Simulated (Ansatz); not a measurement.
This Ansatz (a quantum-chemistry and plane-wave program) input (CCSD(T)/pcseg-1) gives -0.49859 Eh with 5 basis functions. A basis named .json is the Basis Set Exchange file of that set (core-valence sets with the plain set on hydrogen).

Ansatz 0.2 input:
```yaml
crystal:
  periodic: [false, false, false]
  atoms:
    - {symbol: H, position_ang: [0.00000000, 0.00000000, 0.00000000]}
basis:
  gaussian:
    orbitals: pcseg-1.json
magnetization: {spin_polarized: true, initial_magnetization: 1}
correlation: {method: ccsd_t, electrons: outside_noble_gas}
scf: {lower_state_search: full}
```

Change:
```diff
- orbitals: pcseg-1.json
+ orbitals: def2-TZVPD
```

Problem. What does the run give now?

Solution. -0.49981 Eh (CCSD(T)/def2-TZVPD, 9 functions), a change of -1.22 mEh.
